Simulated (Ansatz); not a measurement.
Total energies of CH3ClFGaO, SMILES `C[O][Ga]([F])[Cl]`.

Cartesian coordinates in Å:
```
C 0.254 0.524 -1.167
O 0.776 0.220 0.114
Ga -0.179 -0.570 1.356
F -1.831 -0.992 0.990
Cl 0.597 -1.020 3.258
H 0.317 1.603 -1.332
H -0.789 0.215 -1.291
H 0.856 0.020 -1.928
```

Charge 0, multiplicity 1. Correlated methods include outer-core shells of Ga, which these sets cover unevenly. Scalar relativity is left out up to krypton. Geometry: relaxed with PBE0-D4/def2-TZVP. It is one conformer, not always the lowest. Basis def2-TZVPP, the Gaussian-basis code of Ansatz.

RPA on PBE orbitals: Hartree–Fock energy of these orbitals -2596.81108 Eh, correlation -1.65328 Eh (frozen core).

| functional | energy without D4 (Eh) | D4 term (kJ/mol) |
| --- | --- | --- |
| LDA (SPW92) | -2594.19718 | – |
| HSE06 (plane-wave form) | -2599.60744 | -12.8 |

**Question.** Give the same for PBE, revPBE, BLYP, r2SCAN, B97M-V, PBE0, B3LYP, r2SCANh, r2SCAN0, BHLYP, CAM-B3LYP, LC-ωPBE, ωB97X-V, ωB97M-V, B2PLYP, PBE-QIDH. (Estimate.)

**Answer.** Computed: 
| functional | energy without D4 (Eh) | D4 term (kJ/mol) |
| --- | --- | --- |
| PBE | -2599.54504 | -16.0 |
| revPBE | -2599.95314 | -44.7 |
| BLYP | -2600.28197 | -34.6 |
| r2SCAN | -2600.11401 | -3.8 |
| B97M-V | -2599.70587 | – |
| PBE0 | -2599.62499 | -13.6 |
| B3LYP | -2600.32024 | -26.0 |
| r2SCANh | -2600.08939 | -4.1 |
| r2SCAN0 | -2600.05444 | -4.6 |
| BHLYP | -2600.13184 | -21.5 |
| CAM-B3LYP | -2600.32152 | -14.0 |
| LC-ωPBE | -2599.75714 | – |
| ωB97X-V | -2599.93910 | – |
| ωB97M-V | -2600.06241 | – |
| B2PLYP | -2599.62799 | – |
| PBE-QIDH | -2599.18334 | – |

B3LYP takes the VWN-RPA correlation (the form of Gaussian; ORCA's B3LYP/G). HSE06 is the plane-wave form, built on full-range PBE exchange. The double hybrids freeze the cores in their second-order part.

LC-ωPBE has ω = 0.4 bohr⁻¹.
